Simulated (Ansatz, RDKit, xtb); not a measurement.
Torsion O1–Si2–S3–H5 in H2OSSi (SMILES O[Si]S); at each angle all else is relaxed with GFN2-xTB, and the levels are single points there.
Geometry at 180° (charge 0, multiplicity 1):
```tsv
atom	x (Å)	y (Å)	z (Å)
O	-1.0984	0.2585	-0.1277
Si	-0.1587	-0.9692	-0.6418
S	1.4391	-0.6269	0.8062
H	-1.9438	0.4990	-0.4912
H	2.1799	-1.6349	0.3625
```

On the grid 0° to 330°, 270° is the highest and 180° the lowest point at MP2/CBS(cc-pV(T+d)Z, cc-pV(Q+d)Z) + ΔCCSD(T)/cc-pV(T+d)Z.

Programs: Ansatz (an electronic-structure program) with Gaussian orbitals; RDKit for the force fields; xtb for the GFN methods. Values without a source in brackets are computed.

One of these levels gives 41.9 kJ/mol for the energy at 270° less that at 180°. Name it.
(A) BLYP/def2-TZVPP
(B) GFN1-xTB
(C) MMFF94

A, BLYP/def2-TZVPP. The others give -3.0 (MMFF94), 26.0 (GFN1-xTB)
